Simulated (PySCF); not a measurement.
A PySCF script (with the pyscf-properties extension) for the NMR shieldings of SMILES [H]/N=C(\C(C)=O)[C@H]1C[SiH2]1, C$_{5}$H$_{9}$NOSi, on a GFN2-xTB geometry:

```python
import basis_set_exchange as bse
import numpy as np
from pyscf import gto, dft
from pyscf.prop import nmr

atoms = """
C    -2.322989   -0.305135    0.943829
C    -0.864601   -0.425739    0.589139
O    -0.055027   -0.935764    1.334727
C    -0.449275    0.088021   -0.759887
N    -1.199871    0.066168   -1.794065
C     0.920054    0.523041   -0.874548
C     1.705391    1.090425    0.314972
Si    2.310635   -0.618349   -0.154312
H    -2.879664   -1.091071    0.432500
H    -2.455186   -0.433917    2.015159
H    -2.716603    0.657670    0.624524
H    -2.128612   -0.319864   -1.644437
H     1.117561    0.981284   -1.835779
H     2.300124    1.961788    0.074842
H     1.146106    1.232046    1.228489
H     2.094894   -1.865454    0.536123
H     3.470064   -0.593120   -1.041187
"""
names = dict.fromkeys(["C", "O", "N", "Si", "H"], "pcSseg-1")
basis = {el: gto.basis.parse(bse.get_basis(n, elements=[el], fmt="nwchem")) for el, n in names.items()}
mol = gto.M(atom=atoms, basis=basis, charge=0, verbose=0)
mf = dft.RKS(mol, xc="PBE0")
mf.grids.level = 2
mf.grids.alignment = dft.numint.BLKSIZE   # the property module wants whole blocks of grid points
mf.conv_tol = 1e-9
mf.kernel()

calc = nmr.RKS(mf)   # GIAO
C = mf.mo_coeff
Co = C[:, mf.mo_occ > 0]
resp = mf.gen_response(singlet=True, hermi=2)
def vind(x):   # induced exchange potential for any number of trial vectors
    d = np.einsum("pi,xij,qj->xpq", C, 2 * x.reshape(-1, C.shape[1], Co.shape[1]), Co, optimize=True)
    return np.einsum("xpq,pi,qj->xij", resp(d - d.transpose(0, 2, 1)), C, Co, optimize=True).ravel()
mo1, _ = nmr.rhf.solve_mo1(calc, with_cphf=vind)
sigma = calc.kernel(mo1)
for i, s in enumerate(sigma):   # ppm
    print("%2d %-2s %9.2f" % (i, mol.atom_pure_symbol(i), np.trace(s) / 3))
```

Q: What does it print?

A: 
```
 0 C     158.72
 1 C     -19.75
 2 O    -327.52
 3 C      -0.01
 4 N     -69.61
 5 C     164.07
 6 C     179.49
 7 Si    483.64
 8 H      29.06
 9 H      29.71
10 H      29.33
11 H      21.03
12 H      29.31
13 H      30.69
14 H      30.55
15 H      28.23
16 H      28.88
```

These numbers come from an equivalent density-fitted implementation of the same equations, which agrees with the script to about 0.01 ppm for H and up to a few tenths of a ppm for heavy atoms, so last digits may differ.

Q: Turn these shieldings into chemical shifts. Shifts are taken against calculated references (same method and geometry level): TMS for 13C (σref 186.93), 29Si (σref 349.16), 1H (σref 31.72); 17O (σref 336.08) vs H2O; 15N (σref 267.73) vs NH3.

A: Averaging equivalent atoms: C 1: 206.7; C 3: 186.9; C 0: 28.2; C 5: 22.9; C 6: 7.4; O 2: 663.6; N 4: 337.3; Si 7: -134.5; H 11: 10.69; H 15: 3.49; H 16: 2.84; H 12: 2.41; H 8/9/10: 2.35; H 14: 1.17; H 13: 1.03 ppm. Unscaled 17O shifts of doubly bonded oxygen tend to come out too high, by tens of ppm or more. Experimental scales use liquid or dissolved standards, which lie at an offset from isolated NH3 (liquid NH3: subtract about 20 ppm) and H2O (liquid H2O: subtract about 36 ppm). Unscaled 15N shifts of sp2 nitrogen come out 20 to 40 ppm too high even then.

Size and cost of the density-fitted run: 188 basis functions, 35 s wall time on 1 thread of an Arm Neoverse V2, shared host; peak memory 0.8 GiB.
